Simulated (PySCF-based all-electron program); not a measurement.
Values are calculated unless marked as measured or tabulated.
## Distorting CH6Ti, singlet

Method: all-electron DFT (in-house code on PySCF), basis-limit composite values; Koelling–Harmon scalar relativity, no spin–orbit coupling, spin-restricted. Forces are good to about 0.008 eV/Å. Atoms are numbered as listed.

Shape A:

```csv
atom,x (Å),y (Å),z (Å)
Ti,0.0000,0.0000,0.0000
C,0.0000,0.0000,2.0330
H,1.6422,0.0000,-0.5115
H,-0.8211,1.4222,-0.5115
H,-0.8211,-1.4222,-0.5115
H,0.5208,0.9021,2.3957
H,-1.0416,0.0000,2.3957
H,0.5208,-0.9021,2.3957
```

PBE forces:

```csv
atom,Fx,Fy,Fz (eV/Å)
Ti1,0.000,0.000,-0.039
C2,0.000,0.000,0.055
H3,0.011,0.000,0.001
H4,-0.006,0.010,0.001
H5,-0.006,-0.010,0.001
H6,-0.015,-0.027,-0.006
H7,0.031,0.000,-0.006
H8,-0.015,0.027,-0.006
```

What forces does r2SCAN give in shape A?

The forces move by 0.164 eV/Å (r.m.s. over the atoms) from PBE.

| atom | Fx | Fy | Fz (eV/Å) |
| --- | --- | --- | --- |
| Ti1 | 0.000 | 0.000 | 0.001 |
| C2 | 0.000 | 0.000 | 0.147 |
| H3 | -0.088 | 0.000 | 0.035 |
| H4 | 0.044 | -0.076 | 0.035 |
| H5 | 0.044 | 0.076 | 0.035 |
| H6 | -0.129 | -0.223 | -0.084 |
| H7 | 0.258 | 0.000 | -0.084 |
| H8 | -0.129 | 0.223 | -0.084 |

Shape B:

```xyz
8

Ti    0.0000    0.0000    0.0000
C     0.0000    0.0000    2.2363
H     1.6422    0.0000   -0.5115
H    -0.8211    1.4222   -0.5115
H    -0.8211   -1.4222   -0.5115
H     0.5208    0.9021    2.5990
H    -1.0416    0.0000    2.5990
H     0.5208   -0.9021    2.5990
```

Against shape A, Ti1–C2 goes from 2.033 to 2.236 Å.

PBE forces:

```json
{"atom": "Ti1", "Fx": "0.000", "Fy": "0.000", "Fz (eV/Å)": "1.750"}
{"atom": "C2", "Fx": "0.000", "Fy": "0.000", "Fz (eV/Å)": "-1.440"}
{"atom": "H3", "Fx": "-0.060", "Fy": "0.000", "Fz (eV/Å)": "-0.018"}
{"atom": "H4", "Fx": "0.030", "Fy": "-0.052", "Fz (eV/Å)": "-0.018"}
{"atom": "H5", "Fx": "0.030", "Fy": "0.052", "Fz (eV/Å)": "-0.018"}
{"atom": "H6", "Fx": "-0.033", "Fy": "-0.057", "Fz (eV/Å)": "-0.085"}
{"atom": "H7", "Fx": "0.066", "Fy": "0.000", "Fz (eV/Å)": "-0.085"}
{"atom": "H8", "Fx": "-0.033", "Fy": "0.057", "Fz (eV/Å)": "-0.085"}
```

What forces does r2SCAN give in shape B?

The forces move by 0.165 eV/Å (r.m.s. over the atoms) from PBE.

```json
{"atom": "Ti1", "Fx": "0.000", "Fy": "0.000", "Fz (eV/Å)": "1.832"}
{"atom": "C2", "Fx": "0.000", "Fy": "0.000", "Fz (eV/Å)": "-1.399"}
{"atom": "H3", "Fx": "-0.163", "Fy": "0.000", "Fz (eV/Å)": "0.015"}
{"atom": "H4", "Fx": "0.081", "Fy": "-0.141", "Fz (eV/Å)": "0.015"}
{"atom": "H5", "Fx": "0.081", "Fy": "0.141", "Fz (eV/Å)": "0.015"}
{"atom": "H6", "Fx": "-0.147", "Fy": "-0.255", "Fz (eV/Å)": "-0.160"}
{"atom": "H7", "Fx": "0.295", "Fy": "0.000", "Fz (eV/Å)": "-0.160"}
{"atom": "H8", "Fx": "-0.147", "Fy": "0.255", "Fz (eV/Å)": "-0.160"}
```

Shape C:

| atom | x (Å) | y (Å) | z (Å) |
| --- | --- | --- | --- |
| Ti | 0.0000 | 0.0000 | 0.0000 |
| C | 0.0000 | 0.0000 | 1.8297 |
| H | 1.6422 | 0.0000 | -0.5115 |
| H | -0.8211 | 1.4222 | -0.5115 |
| H | -0.8211 | -1.4222 | -0.5115 |
| H | 0.5208 | 0.9021 | 2.1924 |
| H | -1.0416 | 0.0000 | 2.1924 |
| H | 0.5208 | -0.9021 | 2.1924 |

Against shape A, Ti1–C2 goes from 2.033 to 1.830 Å.

PBE forces:

```csv
atom,Fx,Fy,Fz (eV/Å)
Ti1,0.000,0.000,-4.213
C2,0.000,0.000,3.995
H3,0.115,0.000,0.040
H4,-0.057,0.099,0.040
H5,-0.057,-0.099,0.040
H6,0.003,0.004,0.033
H7,-0.005,0.000,0.033
H8,0.003,-0.004,0.033
```

What forces does r2SCAN give in shape C?

The forces move by 0.175 eV/Å (r.m.s. over the atoms) from PBE.

| atom | Fx | Fy | Fz (eV/Å) |
| --- | --- | --- | --- |
| Ti1 | 0.000 | 0.000 | -4.263 |
| C2 | 0.000 | 0.000 | 4.193 |
| H3 | 0.021 | 0.000 | 0.074 |
| H4 | -0.011 | 0.018 | 0.074 |
| H5 | -0.011 | -0.018 | 0.074 |
| H6 | -0.110 | -0.191 | -0.050 |
| H7 | 0.221 | 0.000 | -0.050 |
| H8 | -0.110 | 0.191 | -0.050 |
